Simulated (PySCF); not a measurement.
# Tin: a sound run and one with changed settings

Sound run: Sn⁺ [Kr] 4d10 5s2 5p1, Sn²⁺ [Kr] 4d10 5s2. Computed with PySCF 2.14 in def2-TZVP with the def2 core potential (28 electrons) (6s5p3d2f, 50 functions), with a scalar-relativistic core potential. In the sound run the correlated levels freeze 4s2 4p6 4d10 outside the core potential. The sound run starts from symmetry-adapted Hartree-Fock orbitals and uses a fine grid where one is needed.

Changed run: initial guess 1e, at most 50 SCF cycles, level shift 2.0 hartree.

| species | method | sound run (hartree) | changed run (hartree) | converged |
| --- | --- | --- | --- | --- |
| Sn⁺ | UHF | -213.08803 | -213.08803 | yes |
| Sn⁺ | r2SCAN | -214.05913 | -214.05913 | no |
| Sn⁺ | LDA | -213.63803 | -213.63803 | no |
| Sn⁺ | MP2 | -213.12026 | -213.09751 | yes |
| Sn⁺ | CCSD(T) | -213.13270 | -213.13270 | yes |
| Sn²⁺ | UHF | -212.58271 | -212.58271 | yes |
| Sn²⁺ | r2SCAN | -213.53086 | -213.53086 | yes |
| Sn²⁺ | LDA | -213.10876 | -213.10876 | yes |
| Sn²⁺ | MP2 | -212.60775 | -212.58983 | yes |
| Sn²⁺ | CCSD(T) | -212.61722 | -212.61722 | yes |

Ionisation energy of Sn⁺:

```csv
method,sound run (eV),changed run (eV)
UHF,13.750,13.750
MP2,13.946,13.815
SCS-MP2,13.933,13.812
CCSD,14.009,14.009
CCSD(T),14.027,14.027
```

A level shift leaves the converged SCF energy unchanged but raises the virtual orbital energies, which shrinks MP2 if it is not removed.

For comparison, NIST gives 14.633 eV between the lowest levels.
